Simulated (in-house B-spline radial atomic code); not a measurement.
Values are calculated unless marked as measured or tabulated.
C6 from the polarisability at imaginary frequency: Al IV (Al3+)

LDA exchange-only linear response of the closed shell [He] 2s2 2p6, from a B-spline radial code for spherical atoms; scalar-relativistic (spin-free one-electron X2C), finite nucleus, no spin-orbit coupling.

The dispersion coefficient of two like species is C6 = (3/π) ∫ α(iu)² du from 0 to ∞.

```json
{"u (hartree)": "0", "α(iu) (bohr³)": "0.2868"}
{"u (hartree)": "0.24", "α(iu) (bohr³)": "0.2857"}
{"u (hartree)": "0.56", "α(iu) (bohr³)": "0.281"}
{"u (hartree)": "0.96", "α(iu) (bohr³)": "0.2707"}
{"u (hartree)": "1.6", "α(iu) (bohr³)": "0.2473"}
{"u (hartree)": "2.4", "α(iu) (bohr³)": "0.2134"}
{"u (hartree)": "3.6", "α(iu) (bohr³)": "0.1664"}
{"u (hartree)": "5.6", "α(iu) (bohr³)": "0.1107"}
{"u (hartree)": "8", "α(iu) (bohr³)": "0.07198"}
{"u (hartree)": "12", "α(iu) (bohr³)": "0.04023"}
{"u (hartree)": "20", "α(iu) (bohr³)": "0.01744"}
{"u (hartree)": "40", "α(iu) (bohr³)": "0.005041"}
```

(1) Fit one oscillator, α(iu) = α(0)/(1 + u²/ω²), through u = 5.6 and estimate C6.

(2) How does that compare with the full integral?

Answers

(1) From α(0)/α(iu) − 1 = 0.2868/0.1107 − 1 = 1.5908, ω = u/√1.5908 = 4.4400 hartree (120.8 eV). London's formula gives C6 = (3/4) α(0)² ω = 0.75 × 0.2868² × 4.4400 = 0.2739 hartree·bohr⁶, and the oscillator holds f = α(0) ω² = 5.65 electrons, of a sum of oscillator strengths of 10.0.

(2) The program's quadrature over all excitations gives C6 = 0.2695, so the single oscillator is off by +1.6 %. At the last point the fit gives α = 0.00349 against 0.00504: higher excitations, and deeper shells where there are any, keep the true curve higher at large u.
